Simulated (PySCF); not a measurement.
Excitations are Tamm–Dancoff values on a coarser integration grid. The basis has no diffuse functions, so Rydberg states are missing or too high.

Cartesian coordinates (Å):
SMILES: B(S)(S)S
```xyz
7

S      1.5836    -0.9890     0.1904
B     -0.0897    -0.3095     0.3130
S     -0.5688     1.4062     0.0068
S     -1.3701    -1.5012     0.7909
H      2.2159     0.1379    -0.1715
H      0.6393     1.9062    -0.2998
H     -2.4101    -0.6505     0.7754
```
Charge 0, spin multiplicity 1.

Problem. Predict the HOMO, LUMO, total energy, S1–T1 gap (TDA) and dipole moment from PBE-D3(BJ)/def2-TZVP // B3LYP-D3(BJ)/def2-TZVP (PySCF 2.14.0).

Solution. 
| Quantity | Result |
|---|---|
| HOMO | -6.36 eV |
| LUMO | -1.61 eV |
| total energy | -1220.8163 Ha |
| S1–T1 gap (TDA) | 0.40 eV |
| dipole moment | 1.58 D |
